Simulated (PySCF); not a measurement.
# Electronic structure of La (lanthanum, neutral) at the UHF level

Configuration: [Xe] 6s2 6p1, 2P determinant (an excited configuration). All numbers are calculated (PySCF 2.14, the spin-free X2C one-electron Hamiltonian (Gaussian nucleus), in x2c-TZVPPall with one added diffuse shell each of s, p, d type (12s8p8d3f1g, 106 functions)).

```json
{"Total energy": "-8489.170816 hartree", "One-electron energy": "-11567.2234 hartree", "Hartree (Coulomb) energy": "3280.5463 hartree", "Exchange energy": "-202.4936 hartree", "⟨S²⟩": "0.9858", "⟨L²⟩": "2.995", "Sum of ⟨r⟩": "46.96 bohr", "Sum of ⟨r²⟩": "119.0 bohr²", "Traceless quadrupole moment −½Σ⟨3z² − r²⟩ along its main axis": "-18.1 e·bohr²", "Langevin diamagnetic susceptibility": "-94.2 ×10⁻⁶ cm³/mol"}
```

```json
{"shell": "1s α", "electrons": "1", "mean orbital energy (hartree)": "-1437.71116", "spread (hartree)": "0", "rms radius, mean of both spins (bohr)": "0.0286"}
{"shell": "1s β", "electrons": "1", "mean orbital energy (hartree)": "-1437.71078", "spread (hartree)": "0", "rms radius, mean of both spins (bohr)": "0.0286"}
{"shell": "2s β", "electrons": "1", "mean orbital energy (hartree)": "-232.94517", "spread (hartree)": "0", "rms radius, mean of both spins (bohr)": "0.116"}
{"shell": "2s α", "electrons": "1", "mean orbital energy (hartree)": "-232.94509", "spread (hartree)": "0", "rms radius, mean of both spins (bohr)": "0.116"}
{"shell": "2p α", "electrons": "3", "mean orbital energy (hartree)": "-208.74259", "spread (hartree)": "0.00021", "rms radius, mean of both spins (bohr)": "0.104"}
{"shell": "2p β", "electrons": "3", "mean orbital energy (hartree)": "-208.74257", "spread (hartree)": "0.00015", "rms radius, mean of both spins (bohr)": "0.104"}
{"shell": "3s α", "electrons": "1", "mean orbital energy (hartree)": "-51.61314", "spread (hartree)": "0", "rms radius, mean of both spins (bohr)": "0.303"}
{"shell": "3s β", "electrons": "1", "mean orbital energy (hartree)": "-51.61282", "spread (hartree)": "0", "rms radius, mean of both spins (bohr)": "0.303"}
{"shell": "3p α", "electrons": "3", "mean orbital energy (hartree)": "-43.68108", "spread (hartree)": "0.00152", "rms radius, mean of both spins (bohr)": "0.303"}
{"shell": "3p β", "electrons": "3", "mean orbital energy (hartree)": "-43.68072", "spread (hartree)": "0.00150", "rms radius, mean of both spins (bohr)": "0.303"}
{"shell": "3d β", "electrons": "5", "mean orbital energy (hartree)": "-32.18523", "spread (hartree)": "0.00082", "rms radius, mean of both spins (bohr)": "0.281"}
{"shell": "3d α", "electrons": "5", "mean orbital energy (hartree)": "-32.18512", "spread (hartree)": "0.00058", "rms radius, mean of both spins (bohr)": "0.281"}
{"shell": "4s α", "electrons": "1", "mean orbital energy (hartree)": "-11.23776", "spread (hartree)": "0", "rms radius, mean of both spins (bohr)": "0.694"}
{"shell": "4s β", "electrons": "1", "mean orbital energy (hartree)": "-11.23729", "spread (hartree)": "0", "rms radius, mean of both spins (bohr)": "0.694"}
{"shell": "4p α", "electrons": "3", "mean orbital energy (hartree)": "-8.54703", "spread (hartree)": "0.00185", "rms radius, mean of both spins (bohr)": "0.737"}
{"shell": "4p β", "electrons": "3", "mean orbital energy (hartree)": "-8.54658", "spread (hartree)": "0.00401", "rms radius, mean of both spins (bohr)": "0.737"}
{"shell": "4d β", "electrons": "5", "mean orbital energy (hartree)": "-4.50860", "spread (hartree)": "0.00266", "rms radius, mean of both spins (bohr)": "0.826"}
{"shell": "4d α", "electrons": "5", "mean orbital energy (hartree)": "-4.50851", "spread (hartree)": "0.00067", "rms radius, mean of both spins (bohr)": "0.826"}
{"shell": "5s α", "electrons": "1", "mean orbital energy (hartree)": "-1.92523", "spread (hartree)": "0", "rms radius, mean of both spins (bohr)": "1.66"}
{"shell": "5s β", "electrons": "1", "mean orbital energy (hartree)": "-1.92465", "spread (hartree)": "0", "rms radius, mean of both spins (bohr)": "1.66"}
{"shell": "5p β", "electrons": "3", "mean orbital energy (hartree)": "-1.14929", "spread (hartree)": "0.01021", "rms radius, mean of both spins (bohr)": "1.90"}
{"shell": "5p α", "electrons": "3", "mean orbital energy (hartree)": "-1.14731", "spread (hartree)": "0.00958", "rms radius, mean of both spins (bohr)": "1.90"}
{"shell": "6s α", "electrons": "1", "mean orbital energy (hartree)": "-0.25195", "spread (hartree)": "0", "rms radius, mean of both spins (bohr)": "4.51"}
{"shell": "6s β", "electrons": "1", "mean orbital energy (hartree)": "-0.22154", "spread (hartree)": "0", "rms radius, mean of both spins (bohr)": "4.51"}
{"shell": "6p α", "electrons": "1", "mean orbital energy (hartree)": "-0.13277", "spread (hartree)": "0", "rms radius, mean of both spins (bohr)": "6.20"}
```

Spin-orbit coupling, absent here, splits the open shell strongly. ⟨S²⟩ = 0.99 against 0.75 shows spin contamination.

Densities and radii are taken from the X2C orbitals without a picture-change correction, which distorts them close to the nucleus.

Spin-orbit constants ζ (cm⁻¹) from the X2C one-electron operator on these orbitals: bare nucleus, nucleus screened by l(l+1)(2l+1)/3 electrons, and screened by the Breit-Pauli mean field of the electrons.

| shell | bare | screened nucleus | mean field |
| --- | --- | --- | --- |
| 2p | 2176000 | 2099000 | n/a |
| 3p | 429200 | 414100 | n/a |
| 3d | 66270 | 54650 | n/a |
| 4p | 89130 | 86000 | n/a |
| 4d | 11160 | 9198 | n/a |
| 5p | 12550 | 12110 | n/a |
| 6p | 763.4 | 736.7 | n/a |

To first order the Landé constant is A = 736.7 cm⁻¹, so the lowest level has J = 1/2 and lies 0.0913 eV below the centre of the term. First order in ζ underestimates the shift of the j = l − 1/2 level at high Z.
